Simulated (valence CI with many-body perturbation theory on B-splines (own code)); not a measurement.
**Pr³⁷⁺: what each term of the Hamiltonian does**

Computed by valence CI with perturbative core correlation (CI+MBPT): four valence electrons over a frozen Dirac-Fock core [Ar], radial functions for each j: 9 s, 9 p, 10 d, 8 f, 5 g, 3 h, 1 i, with the one-electron correlation potential Σ1 (screened to all orders), the two-electron term Σ2, the three-electron term Σ3, Breit, model QED; selected single and double excitations, second order for the rest (own B-spline code, finite nucleus).

No measured spectrum was set against this ion. As an estimate, large intervals hold to a few tenths of a per cent, small ones and those within an open d or f shell to about a per cent. Only levels of the ground parity were solved; by the run's estimate the other parity begins above the list, which can be wrong where configurations are misplaced.

Each rung adds one term. CI alone is the Dirac-Coulomb CI over the frozen core; QED comes last and gives the full result, which names the levels. Energies are above (3d3/2^4) J=0 on the same rung, in eV.

Levels are named by their leading jj configuration (3d3/2^4 stands for four electrons in 3d with j = 3/2), which in mixed levels can hold well under half, so a name can repeat and another be missing. Letters in brackets count levels of one name in rising energy.

| Level | CI alone | + Σ1 | + Σ2 | + Σ3 | + Breit | Full |
| --- | --- | --- | --- | --- | --- | --- |
| (3d3/2^3 3d5/2) J=1 | 17.85 | 17.99 | 18.35 | 18.46 | 17.74 | 17.81 |
| (3d3/2^3 3d5/2) J=2 | 26.74 | 26.91 | 27.19 | 27.30 | 26.16 | 26.25 |
| (3d3/2^3 3d5/2) J=4 | 28.00 | 28.14 | 28.49 | 28.45 | 27.01 | 27.08 |
| (3d3/2^3 3d5/2) J=3 | 30.22 | 30.39 | 30.60 | 30.65 | 29.42 | 29.51 |
| (3d3/2^2 3d5/2^2) J=0 [a] | 43.11 | 43.38 | 43.77 | 43.74 | 42.48 | 42.61 |
| (3d3/2^2 3d5/2^2) J=4 [a] | 45.39 | 45.67 | 46.35 | 46.43 | 44.41 | 44.55 |
| (3d3/2^2 3d5/2^2) J=2 [a] | 46.13 | 46.38 | 46.56 | 46.74 | 45.38 | 45.50 |
| (3d3/2^2 3d5/2^2) J=3 [a] | 47.28 | 47.55 | 47.93 | 48.01 | 46.37 | 46.50 |
| (3d3/2^2 3d5/2^2) J=5 | 50.82 | 51.10 | 51.77 | 51.82 | 49.49 | 49.62 |
| (3d3/2^2 3d5/2^2) J=1 | 52.55 | 52.84 | 52.92 | 53.06 | 51.49 | 51.63 |
| (3d3/2^2 3d5/2^2) J=6 | 53.42 | 53.70 | 54.53 | 54.53 | 51.71 | 51.85 |
| (3d3/2^2 3d5/2^2) J=4 [b] | 56.86 | 57.15 | 57.46 | 57.36 | 55.11 | 55.25 |
| (3d3/2^2 3d5/2^2) J=3 [b] | 57.55 | 57.82 | 57.72 | 57.75 | 55.89 | 56.02 |
| (3d3/2^2 3d5/2^2) J=2 [b] | 57.81 | 58.10 | 57.98 | 58.09 | 56.22 | 56.35 |
| (3d3/2^2 3d5/2^2) J=2 [c] | 66.16 | 66.46 | 66.37 | 66.48 | 64.86 | 65.00 |
| (3d3/2 3d5/2^3) J=4 [a] | 67.40 | 67.76 | 68.10 | 68.21 | 65.92 | 66.10 |
| (3d3/2 3d5/2^3) J=3 [a] | 72.48 | 72.89 | 73.38 | 73.41 | 71.15 | 71.35 |
| (3d3/2^2 3d5/2^2) J=4 [c] | 74.99 | 75.34 | 75.45 | 75.47 | 73.29 | 73.46 |
| (3d3/2 3d5/2^3) J=5 | 76.72 | 77.14 | 77.83 | 77.85 | 74.80 | 75.00 |
| (3d3/2 3d5/2^3) J=1 [a] | 76.44 | 76.84 | 76.98 | 76.94 | 74.90 | 75.10 |
| (3d3/2 3d5/2^3) J=6 | 77.72 | 78.14 | 79.15 | 79.15 | 75.78 | 75.99 |
| (3d3/2^2 3d5/2^2) J=2 [d] | 77.88 | 78.21 | 77.61 | 77.80 | 76.06 | 76.22 |
| (3d3/2 3d5/2^3) J=0 | 81.51 | 81.90 | 81.70 | 81.60 | 79.56 | 79.74 |
| (3d3/2 3d5/2^3) J=2 [a] | 83.55 | 83.96 | 83.93 | 84.04 | 81.80 | 82.00 |
| (3d3/2 3d5/2^3) J=3 [b] | 85.10 | 85.52 | 85.50 | 85.52 | 82.95 | 83.15 |
| (3d3/2 3d5/2^3) J=3 [c] | 95.29 | 95.73 | 95.51 | 95.61 | 93.25 | 93.45 |
| (3d3/2 3d5/2^3) J=1 [b] | 95.65 | 96.08 | 95.55 | 95.74 | 93.78 | 93.99 |
| (3d3/2^2 3d5/2^2) J=0 [b] | 96.42 | 96.81 | 95.88 | 95.68 | 93.94 | 94.11 |
| (3d3/2 3d5/2^3) J=4 [b] | 96.48 | 96.92 | 96.95 | 97.00 | 94.36 | 94.57 |
| (3d3/2 3d5/2^3) J=2 [b] | 99.06 | 99.51 | 99.04 | 99.21 | 96.81 | 97.03 |
| (3d5/2^4) J=4 | 103.59 | 104.13 | 104.66 | 104.62 | 101.50 | 101.76 |

(1) How does the ionisation energy move along the ladder, and which term matters most?

Results:

(1) CI alone 2619.3, + Σ1 2621.8, + Σ2 2630.0, + Σ3 2630.1, + Breit 2628.2, + QED 2628.4 eV. The largest step is Σ2, 8.2 eV. NIST lists 2628 ± 4 eV (theoretical).
